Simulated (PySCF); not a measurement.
## Ionisation energy of K by level of theory

K [Ar] 4s1 (2S) → K+ [Ar] (1S), as a difference of total energies. Calculation: PySCF 2.14, in def2-SVP (5s3p2d, 24 functions); no relativity, point nucleus. The calculations carry no spin-orbit coupling.

```tsv
method	ionisation energy (eV)	difference from reference (eV)
UHF	3.980	-0.361
TPSS	4.242	-0.099
M06-L	3.692	-0.649
```

Reference: 4.341 eV (measured; NIST Atomic Spectra Database, ionization energies).

These non-relativistic numbers lack the scalar-relativistic shift.
